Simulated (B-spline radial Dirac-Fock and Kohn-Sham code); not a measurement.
Subshell cross sections of Zn³⁺, photon energy 363 eV

System: the Zn³⁺ ion, configuration [Ar] 3d9.

The computed values come from a radial B-spline solver: the independent-particle Dirac-Slater model, thresholds from Dirac-Fock. The asymmetry parameter β is from the dipole term alone. Kinetic energies are from the vacuum level. Open shells are spread statistically over j, without multiplet splitting.

The last column is dσ/dΩ = σ/(4π) · [1 + β P₂(cos θ)] at θ = 90° from the polarisation vector of linearly polarised light.

```
  subshell  electrons  binding (eV)  kinetic (eV)  σ (kb)     β  dσ/dΩ (kb/sr)
   M1 (3s)          2         194.7         168.3     146  2.00            ≈ 0
M2 (3p1/2)          2         144.7         218.3     185  1.47           3.87
M3 (3p3/2)          4         141.6         221.4     376  1.47           7.86
M4 (3d3/2)        3.6         59.30         303.7     336  1.19           10.9
M5 (3d5/2)        5.4         58.86         304.1       ?     ?              ?
```

Problem. What are σ and β for M5 (3d5/2)?

Solution. σ = 496 kb, the largest of all subshells and 32 % of the total, and β = 1.19, which gives dσ/dΩ = 16.0 kb/sr.

Run: 2.6 s of CPU time on 1 thread of Intel(R) Xeon(R) Platinum 8259CL CPU @ 2.50GHz (shared host), peak memory 0.38 GiB.
